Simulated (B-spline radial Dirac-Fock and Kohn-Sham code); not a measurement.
Auger parameter of rubidium: the L3 level and its strongest L3-MM line

The computed values come from a radial atomic solver: relaxed Dirac-Fock hole states (ΔSCF) with Breit and QED corrections and a finite nucleus. The modified Auger parameter α′ is the binding energy plus the kinetic energy of the Auger electron; it does not depend on the energy zero. For free ions it tends to fall with charge, since less charge screens the final holes.

| species | configuration | binding 2p3/2 (eV) | Auger line | kinetic (eV) | α′ (eV) |
| --- | --- | --- | --- | --- | --- |
| Rb | [Kr] 5s1 | 1811.7 | M3M3 J=2 | 1289.0 | 3100.7 |
| Rb | [Kr] 5p1 | 1813.1 | M3M3 J=2 | 1287.8 | 3100.9 |
| Rb | [Kr] 4d1 | 1811.2 | M3M3 J=2 | 1292.3 | 3103.5 |
| Rb⁺ | [Ar] 3d10 4s2 4p6 | 1818.3 | M3M3 J=2 | 1281.0 | 3099.3 |
| Rb⁵⁺ | [Ar] 3d10 4s2 4p2 | 1887.7 | M3M3 J=2 | 1211.1 | 3098.8 |
| Rb⁶⁺ | [Ar] 3d10 4s2 4p1 | 1908.1 | M3M3 J=2 | 1191.5 | 3099.6 |
| Rb⁷⁺ | [Ar] 3d10 4s2 | 1929.6 | M3M3 J=2 | 1171.2 | 3100.8 |
